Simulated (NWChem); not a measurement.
Molecule: C₂H₅FOSi; SMILES C(=C)[Si@H](F)O

```xyz
10

C      0.0277    -2.1944     0.3028
C     -0.7210    -1.1778    -0.1435
Si    -0.0175     0.5150    -0.4329
O     -0.7630     1.6746     0.4768
F      1.5553     0.4077    -0.0250
H      1.0965    -2.0672     0.5069
H     -0.3882    -3.1925     0.4812
H     -1.7872    -1.3568    -0.3374
H     -0.0992     0.9963    -1.8301
H     -0.9064     1.4737     1.4067
```
Atoms are numbered in this order, from 1.

Program: NWChem. All runs use the structure optimised with PBE0/def2-SVP. Level: M05-2X/def2-SVP with SMD (1 M gas to 1 M solution), gas-phase geometry. Reactions with the solvent are ignored.

```
solvent                dielectric constant  solvation free energy (kcal/mol)  cavity-dispersion-structure term (kcal/mol)  dipole in solution (D)
---------------------  -------------------  --------------------------------  -------------------------------------------  ----------------------
water                                 78.4                              -3.5                                          4.2                    2.92
1-propanol                            20.5                              -5.7                                          1.4                    2.89
ethanol                               24.9                              -5.9                                          1.3                    2.89
N,N-dimethylformamide                 37.2                              -4.2                                          0.6                    2.81
1,4-dioxane                           2.21                              -2.1                                          0.5                    2.59
toluene                               2.37                              -3.2                                         -0.5                    2.61
```
